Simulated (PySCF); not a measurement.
Gas-phase reaction: 2 SnCl₃ + 2 SnH₂Cl₂ → SnHCl + 3 SnHCl₃, at 600 K and a standard pressure of 1 bar. Level: M06-2X/def2-TZVP†.

Method: PySCF energies plus ideal-gas RRHO corrections (1 bar). † marks an energy on the PBE0/def2-TZVP geometry and frequencies. Open shells (unrestricted): SnCl₃ (multiplicity 2); the rest are closed-shell singlets. Sn: scalar-relativistic def2 core potential, no spin-orbit coupling. SnCl₃, SnH₂Cl₂, SnHCl, SnHCl₃: computed as isolated molecules; such fragments, hydroxides, amides, oligomers or adducts are transient or little studied in the gas. The harmonic model lacks anharmonicity and excited electronic states, which grow with temperature; levels with a mode under 35 cm⁻¹ are left out. Soft modes under 120 cm⁻¹ make the harmonic entropy rough for SnCl₃, SnH₂Cl₂, SnHCl₃.

```json
[
 {"species": "SnCl₃", "E (Ha)": "-1594.96195", "H(600 K) − E (kJ/mol)": "50.9", "S°(600 K) (J/mol/K)": "407.1"},
 {"species": "SnH₂Cl₂", "E (Ha)": "-1135.90901", "H(600 K) − E (kJ/mol)": "82.8", "S°(600 K) (J/mol/K)": "371.5"},
 {"species": "SnHCl", "E (Ha)": "-675.06263", "H(600 K) − E (kJ/mol)": "41.7", "S°(600 K) (J/mol/K)": "307.1"},
 {"species": "SnHCl₃", "E (Ha)": "-1595.56988", "H(600 K) − E (kJ/mol)": "74.6", "S°(600 K) (J/mol/K)": "410.1"}
]
```
E: electronic energy; H − E holds the zero-point and thermal terms. 1 Ha = 2625.5 kJ/mol.

Problem. Work out ΔH°, ΔS°, ΔG° and log10 K from these numbers.

Solution. 1. ΔE = 1×(-675.06263) + 3×(-1595.56988) − 2×(-1594.96195) − 2×(-1135.90901) = -0.03035 Ha = -79.7 kJ.
2. Δ(H − E) = 1×(41.7) + 3×(74.6) − 2×(50.9) − 2×(82.8) = -1.9 kJ, so ΔH° = -81.6 kJ.
3. ΔS° = 1×(307.1) + 3×(410.1) − 2×(407.1) − 2×(371.5) = -19.8 J/K; the number of gas molecules stays the same.
4. ΔG° = ΔH° − TΔS° = -81.6 − 600×(-19.8)/1000 = -69.7 kJ.
5. log10 K = −ΔG°/(RT ln 10) = 6.07, with RT ln 10 = 11.49 kJ/mol; at standard pressures the products are favoured.
6. A shift of 10 kJ in ΔE would move log10 K by 0.87 here.
For scale, ΔH°(298 K) is -82 kJ at this level, -107 kJ at ωB97M-V/def2-TZVP†, and runs from -126 to -13 kJ over the 17 levels computed.
